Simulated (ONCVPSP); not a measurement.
# Which change was made? (Ti, ONCV)

| Property | Result |
| --- | --- |
| Element | titanium (Ti) |
| Generator | ONCVPSP 4.0.1 |
| Type | optimised norm-conserving Vanderbilt (ONCV) |
| Functional | PBEsol |
| Relativity | scalar-relativistic |
| Frozen core | [Ne] |
| Valence charge | 12 |
| Reference configuration | 3s2 3p6 3d2 (charge +2) |
| Partial waves | 3s: rc 0.95 bohr, ncon 3, nbas 7, qcut 6 1/bohr, 2 projectors, debl 1.7 Ha; 3p: rc 1.35 bohr, ncon 5, nbas 9, qcut 13 1/bohr, 2 projectors, debl 4 Ha; 3d: rc 1.55 bohr, ncon 5, nbas 10, qcut 10.7 1/bohr, 2 projectors, debl 2.4 Ha |
| Local potential | polynomial inside 0.90 bohr (lpopt 4, dvloc0 6 Ha) |
| Core correction | polynomial model core, fcfact 0.7 |

In the s channel the program set the typed energies aside and used -2.878, 0.250 Ha.

Cutoffs, loose and tight: the cutoffs (Ha) at which the residual kinetic energy of the hardest occupied pseudo-wave falls to 1 and 0.1 mHa per electron. They do not see the model core or the augmentation charge, which bear on the density cutoff. Test errors are all-electron minus pseudo excitation energies from the reference, over the configurations 3s2 3p6 3d2 4s2; 3s2 3p6 3d2 4s1; 3s2 3p6 3d1; 3s2 3p6 3d2 4s1.5; variants that change the core or the reference have their own tests.

The base gives: outcome: generated, projector energies reset by the program; bound ghosts: none; GHOST(+) flags above zero: none; largest test error (meV): +25.

**Question.** After one change the result is: outcome: generated, projector energies reset by the program; cutoff, loose: 189 Ha; cutoff, tight: 294 Ha; bound ghosts: none; GHOST(+) flags above zero: none; largest test error (meV): +14. Which change was it?
A. all radii but the core radius scaled by about 1.17 (s 1.12, p 1.58, d 1.82 bohr); local potential polynomial inside 1.06 bohr (lpopt 4, dvloc0 6 Ha)
B. all radii but the core radius scaled by about 0.77 (s 0.74, p 1.04, d 1.20 bohr); local potential polynomial inside 0.70 bohr (lpopt 4, dvloc0 6 Ha)
C. all radii but the core radius scaled by about 1.07 (s 1.02, p 1.44, d 1.66 bohr); local potential polynomial inside 0.96 bohr (lpopt 4, dvloc0 6 Ha)
D. all radii but the core radius scaled by about 1.32 (s 1.26, p 1.78, d 2.06 bohr); local potential polynomial inside 1.20 bohr (lpopt 4, dvloc0 6 Ha)
E. all radii but the core radius scaled by about 0.84 (s 0.80, p 1.14, d 1.30 bohr); local potential polynomial inside 0.76 bohr (lpopt 4, dvloc0 6 Ha)

**Answer.** E. The others give: all radii but the core radius scaled by about 1.32 (s 1.26, p 1.78, d 2.06 bohr); local potential polynomial inside 1.20 bohr (lpopt 4, dvloc0 6 Ha) → outcome: generated, projector energies reset by the program; cutoff, loose: 32 Ha; cutoff, tight: 96 Ha; bound ghosts: none; GHOST(+) flags above zero: none; largest test error (meV): +78 | all radii but the core radius scaled by about 1.17 (s 1.12, p 1.58, d 1.82 bohr); local potential polynomial inside 1.06 bohr (lpopt 4, dvloc0 6 Ha) → outcome: generated, projector energies reset by the program; cutoff, loose: 95 Ha; cutoff, tight: 158 Ha; bound ghosts: none; GHOST(+) flags above zero: none; largest test error (meV): +45 | all radii but the core radius scaled by about 0.77 (s 0.74, p 1.04, d 1.20 bohr); local potential polynomial inside 0.70 bohr (lpopt 4, dvloc0 6 Ha) → outcome: generated, projector energies reset by the program; cutoff, loose: 159 Ha; cutoff, tight: 224 Ha; bound ghosts: none; GHOST(+) flags above zero: s; largest test error (meV): +11 | all radii but the core radius scaled by about 1.07 (s 1.02, p 1.44, d 1.66 bohr); local potential polynomial inside 0.96 bohr (lpopt 4, dvloc0 6 Ha) → outcome: generated, projector energies reset by the program; bound ghosts: none; GHOST(+) flags above zero: none; largest test error (meV): +33.
